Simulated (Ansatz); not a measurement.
Input for Ansatz (a program for electronic structure): SC-NEVPT2 on SA-CASSCF(2,2)/cc-pV(T+d)Z on CClF (SMILES F[C]Cl), 2S+1 = 3, a spin state set in the input, which need not be the lowest. Files ending in .json are basis or fitting sets from the Basis Set Exchange.

Ansatz 0.2 input:
```yaml
crystal:
  periodic: [false, false, false]
  atoms:
    - {symbol: F, position_ang: [-1.61116548, -0.20634261, 0.00000000]}
    - {symbol: C, position_ang: [-0.52682774, 0.53976463, 0.00000000]}
    - {symbol: Cl, position_ang: [1.03890917, -0.08126495, 0.00000000]}
basis:
  gaussian:
    orbitals: cc-pV_T+d_Z.json
magnetization: {spin_polarized: false, initial_magnetization: 2}
correlation: {method: sc_nevpt2, electrons: outside_noble_gas, active_space: {window: {electrons: 2, orbitals: 2}, states: [{multiplicity: 1, weights: [1]}, {multiplicity: 3, weights: [1]}]}}
output: {orbitals: {seedname: ./end}}
```

The log:

```
WARN ansatz: RAYON_NUM_THREADS=2 ignored (pool sized by the plan → 2); use --threads N
Functional definition: HF
integrals: 0.06 GiB planned
1247 factors; integrals over basis functions are off by at most 1.4e-7 eV
mean field: 0.30 GiB planned
mean field evaluation 1: about -16236.5810 eV, gradient 2.0e1 eV
mean field evaluation 2: about -16236.5879 eV, gradient 2.0e1 eV
mean field evaluation 4: about -16238.3548 eV, gradient 4.2e0 eV
mean field evaluation 8: about -16238.4799 eV, gradient 1.1e-1 eV
mean field -16238.47993700 eV, -596.7531308479 hartree, gradient 3.8e-6 eV, S^2 2.000000; 0 other end points of the search recorded, 0 dependent functions left out
reference -16238.47993700 eV, -596.7531308479 hartree; 17, 15 occupied and 82, 84 virtual orbitals, 1247 factors
configuration interaction: 0.27 GiB planned
configuration interaction: 0.00 GiB planned
state -16238.92224286 eV, -596.7693852884 hartree
state -16238.92224286 eV, -596.7693852884 hartree; corrected -16254.19881341 eV, -597.3307889010 hartree
configuration interaction: 0.00 GiB planned
configuration interaction: 0.00 GiB planned
state -16238.35424536 eV, -596.7485117651 hartree
state -16238.35424536 eV, -596.7485117651 hartree; corrected -16253.25922767 eV, -597.2962597622 hartree
Total energy: -16253.72902054 eV, -597.3135243316 hartree
```

The run converged. The last total energy is the mean of the averaged states.

Cost: roughly 5 core-seconds.
